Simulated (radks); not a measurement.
Q: All-electron atom: Rh5+ in [Kr] 4d4. Calculated with a radial shooting solver on a logarithmic mesh with Libxc functionals: Dirac Kohn-Sham, LDA (Slater exchange, Perdew-Wang correlation), spin-unpolarised, spherical densities, point nucleus; open shells fill j = l - 1/2 first. Some entries of the table are withheld. Estimate them.

| orbital | occ. | eigenvalue (eV) | <r^2> (bohr^2) | <r> (bohr) |
|---|---|---|---|---|
| 1s1/2 | 2 | -23070.01 | 0.001441 | 0.03266 |
| 2s1/2 | 2 | -3408.152 | 0.02373 | 0.1417 |
| 2p1/2 | 2 | (1) | 0.01779 | 0.1204 |
| 2p3/2 | 4 | (2) | 0.01913 | 0.1252 |
| 3s1/2 | 2 | -668.5456 | 0.1751 | 0.3910 |
| 3p1/2 | 2 | -572.5220 | (3) | (4) |
| 3p3/2 | 4 | -547.6345 | (5) | (6) |
| 3d3/2 | 4 | (7) | 0.1621 | 0.3681 |
| 3d5/2 | 6 | (8) | 0.1650 | 0.3716 |
| 4s1/2 | 2 | -152.5238 | 1.038 | 0.9586 |
| 4p1/2 | 2 | -122.4246 | (9) | 1.021 |
| 4p3/2 | 4 | -118.1388 | (10) | 1.047 |
| 4d3/2 | 4 | -71.1992 | 1.816 | 1.251 |
| 4d5/2 | 0 | -70.6084 | 1.843 | 1.261 |

A: 
(1) 2p1/2 eigenvalue (eV): -3162.934
(2) 2p3/2 eigenvalue (eV): -3018.558
(3) 3p1/2 <r^2> (bohr^2): 0.1710
(4) 3p1/2 <r> (bohr): 0.3833
(5) 3p3/2 <r^2> (bohr^2): 0.1805
(6) 3p3/2 <r> (bohr): 0.3941
(7) 3d3/2 eigenvalue (eV): -377.0656
(8) 3d5/2 eigenvalue (eV): -372.1462
(9) 4p1/2 <r^2> (bohr^2): 1.186
(10) 4p3/2 <r^2> (bohr^2): 1.247
